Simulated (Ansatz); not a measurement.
`S[CH2][GeH2][Cl]` + CH₃NH₂ → `C[NH][GeH2][Cl]` + CH₃SH at 700 K and 1 bar (ligand exchange at a Ge–C bond).

Isolated molecules relaxed with PBE0-D4/def2-TZVP in Ansatz; ΔE leaves out vibrations. CCSD(T)/CBS adds triple-zeta CCSD(T) − MP2 to the extrapolated MP2 energy (def2 sets, frozen cores). This one scheme is used for every species. For Ge outer-core shells are correlated without core-valence functions, which leaves a few kJ/mol of doubt a bond. Scalar relativity is left out up to krypton. One conformer a species, not always the lowest.

```
           species  CCSD(T)/CBS energy (Eh)  H − E (kJ/mol)  S (J/(mol·K))
`S[CH2][GeH2][Cl]`              -2974.76393           214.1          457.2
            CH₃NH₂                -95.75281           207.6          296.6
 `C[NH][GeH2][Cl]`              -2632.29815           260.4          449.7
             CH₃SH               -438.22835           160.2          309.0
```

H − E and S are ideal-gas, rigid-rotor, harmonic terms from PBE0-D4/def2-TZVP, for one conformer and one mirror image of each species. 1 Eh = 2625.50 kJ/mol, R = 8.31446 J/(mol·K).

Task: By hand: ΔE, ΔH, ΔS and ΔG.

Result: ΔE = (-2632.29815) + (-438.22835) − (-2974.76393) − (-95.75281) = -0.00976 Eh = -25.6 kJ/mol. Δ(H − E) = 260.4 + 160.2 − 214.1 − 207.6 = -1.1, so ΔH = -26.7 kJ/mol. ΔS = 449.7 + 309.0 − 457.2 − 296.6 = 4.9 J/(mol·K). ΔG = -26.7 − 700 × (4.9)/1000 = -30.1 kJ/mol.

Task: By hand: the equilibrium constant, and the temperature at which ΔG would vanish if ΔH and ΔS stayed fixed.

Result: log₁₀ K = −ΔG/(RT ln 10) = 2.2. ΔH and −TΔS have one sign here, so there is no such temperature.

The number of gas molecules stays the same, so ΔS is small and ΔH decides. A doubt of 5 kJ/mol in ΔE shifts log₁₀ K by 0.4 here. Other conformers and mirror images would add mixing entropy, several J/(mol·K) or more a flexible species. These are equilibria of isolated gas molecules and say nothing of rates. Largest T1 diagnostic: 0.010 (customary marks: 0.02 for closed shells, 0.045 for open ones).

ΔS is within the doubt of such terms, so its sign, and with it that verdict, could turn.
